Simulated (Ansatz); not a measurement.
Compare A (`C=[C]1[SiH2][GeH2]1`) with its isomer B (`[SiH3]C#[C][GeH3]`).

Calculated with Ansatz (gas phase, PBE0-D4/def2-TZVP geometries, no zero-point term in ΔE). CCSD(T)/CBS adds triple-zeta CCSD(T) − MP2 to the extrapolated MP2 energy (def2 sets, frozen cores). DFT in def2-TZVPP. B3LYP here is the variant with VWN-RPA as its local correlation; programs differ in this. For Ge outer-core shells are correlated without core-valence functions, which leaves a few kJ/mol of doubt a bond. Scalar relativity is left out up to krypton.

(1) Which isomer does CCSD(T)/CBS put lower? Give the gap. (Estimate.)

(2) Give E(B) − E(A) in kJ/mol with CCSD(T)/def2-TZVPP, HF/def2-TZVPP, B3LYP-D4, B2PLYP, r2SCAN-D4, PBE0-D4, PBE-D4. (An estimate is asked.)

Largest T1 diagnostic: 0.013.

## Answers

(1) Ansatz gave: B, by 47.4 kJ/mol.

(2) The calculation gave: CCSD(T)/def2-TZVPP -55.2, HF/def2-TZVPP -95.9, B3LYP-D4 -43.2, B2PLYP -57.4, r2SCAN-D4 -27.7, PBE0-D4 -16.4, PBE-D4 -9.9. None reverses the order clearly.

The D4 term adds +5.7 kJ/mol with B3LYP and +2.9 kJ/mol with PBE0; it sums over pairs of atoms, weighted by their polarisabilities, and B3LYP, whose exchange is more repulsive, gets the larger term. From PBE to PBE0 (25 % exact exchange), in def2-TZVPP and without D4, E(B) − E(A) moves by −6.0 kJ/mol.
